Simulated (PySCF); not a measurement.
Job file and geometry (Å, from PBE0-D3(BJ)/def2-SVP) of an NMR shielding run on `InChI=1S/C5H13PSi2/c1-6-3-2-4(7)5(6)8/h2-3H2,1,7-8H3`, GIAO CAM-B3LYP/pcSseg-1 NMR shielding, non-relativistic, gas phase (PySCF); density fitting, a coarse starting grid and PySCF grid level 2 are the driver's defaults:

```
$ OMP_NUM_THREADS=1 python probes_run.py task.json out

{"job": {"kind": "nmr", "xc": "CAM-B3LYP", "basis": "pcSseg-1", "pop": false}, "charge": 0, "multiplicity": 1}
C      1.961110     1.558595     0.936449
P      1.179384     1.425577    -0.744375
C      1.681566    -0.296077    -1.256171
C      0.754363    -1.285629    -0.550493
C     -0.538148    -0.569534    -0.212652
Si    -2.060057    -1.586398     0.214302
C     -0.477814     0.783554    -0.219131
Si    -1.821402     2.013265     0.238762
H      1.841524     0.644227     1.537429
H      1.496218     2.397629     1.476499
H      3.031887     1.787396     0.824570
H      2.749720    -0.478287    -1.063452
H      1.535704    -0.348404    -2.346939
H      0.579753    -2.187241    -1.161999
H      1.196838    -1.654669     0.394325
H     -2.379420    -2.511642    -0.917100
H     -1.795010    -2.422737     1.426765
H     -3.233660    -0.701376     0.468552
H     -2.867142     2.105808    -0.825877
H     -2.486158     1.656234     1.529032
H     -1.182486     3.355293     0.395447
```

**Question.** Write the output of this run.

**Answer.** 
```
coarse grid: 18368 points
cycle   1  E = -1118.4151975285  dE =  6.699e-01  |g| = 3.422e-01  |ddm| = 4.145e+00
cycle   2  E = -1118.4323962565  dE = -1.720e-02  |g| = 2.694e-01  |ddm| = 6.235e-01
cycle   3  E = -1118.4499772056  dE = -1.758e-02  |g| = 6.007e-02  |ddm| = 3.116e-01
cycle   4  E = -1118.4508566368  dE = -8.794e-04  |g| = 2.568e-02  |ddm| = 1.013e-01
cycle   5  E = -1118.4510078470  dE = -1.512e-04  |g| = 7.953e-03  |ddm| = 3.202e-02
cycle   6  E = -1118.4510241927  dE = -1.635e-05  |g| = 1.837e-03  |ddm| = 9.953e-03
cycle   7  E = -1118.4510250766  dE = -8.839e-07  |g| = 6.406e-04  |ddm| = 3.196e-03
final grid: 161656 points
cycle   8  E = -1118.5084762180  dE = -2.211e-05  |g| = 3.337e-03  |ddm| = 1.627e-02
cycle   9  E = -1118.5084766146  dE = -3.967e-07  |g| = 3.062e-03  |ddm| = 5.992e-03
cycle  10  E = -1118.5084789345  dE = -2.320e-06  |g| = 2.819e-04  |ddm| = 2.795e-03
cycle  11  E = -1118.5084789502  dE = -1.578e-08  |g| = 9.816e-05  |ddm| = 4.082e-04
cycle  12  E = -1118.5084789520  dE = -1.785e-09  |g| = 4.915e-05  |ddm| = 1.411e-04
cycle  13  E = -1118.5084789526  dE = -6.116e-10  |g| = 9.198e-06  |ddm| = 5.541e-05
converged SCF energy = -1118.5084789526

GIAO shielding tensors (ppm)
atom      isotropic    diamagn.    paramagn.     s11        s22        s33       span
  0 C      170.646     252.095     -81.449    154.740    173.197    184.000     29.260
  1 P      292.591     966.917    -674.327    168.763    305.640    403.369    234.606
  2 C      155.669     253.383     -97.715    136.464    161.702    168.840     32.376
  3 C      137.841     249.162    -111.321    100.506    137.846    175.173     74.667
  4 C        9.080     259.627    -250.547   -106.041     -8.511    141.791    247.832
  5 Si     423.342     881.049    -457.707    387.716    421.368    460.941     73.225
  6 C       16.574     265.895    -249.321    -88.316     -8.363    146.402    234.718
  7 Si     423.614     880.527    -456.913    394.109    423.122    453.613     59.504
  8 H       30.435      33.001      -2.566     25.378     30.524     35.403     10.025
  9 H       30.403      30.787      -0.384     25.767     28.828     36.613     10.847
 10 H       30.630      29.319       1.311     26.253     27.106     38.532     12.279
 11 H       29.896      30.956      -1.059     25.940     27.507     36.242     10.302
 12 H       29.773      31.456      -1.683     24.071     28.001     37.246     13.175
 13 H       28.610      31.319      -2.709     23.206     28.629     33.994     10.788
 14 H       28.524      32.117      -3.592     24.727     27.390     33.456      8.729
 15 H       27.278      29.093      -1.815     23.933     25.648     32.254      8.322
 16 H       27.232      29.284      -2.053     24.253     25.374     32.068      7.815
 17 H       26.985      29.717      -2.731     22.550     27.714     30.693      8.144
 18 H       27.047      28.795      -1.748     23.856     25.146     32.138      8.282
 19 H       27.058      29.776      -2.718     23.524     26.191     31.459      7.935
 20 H       27.173      28.975      -1.802     23.182     26.969     31.368      8.186
```

Size and cost of the density-fitted run: 222 basis functions, 100 s wall time on 1 thread of an Arm Neoverse N1, shared host.
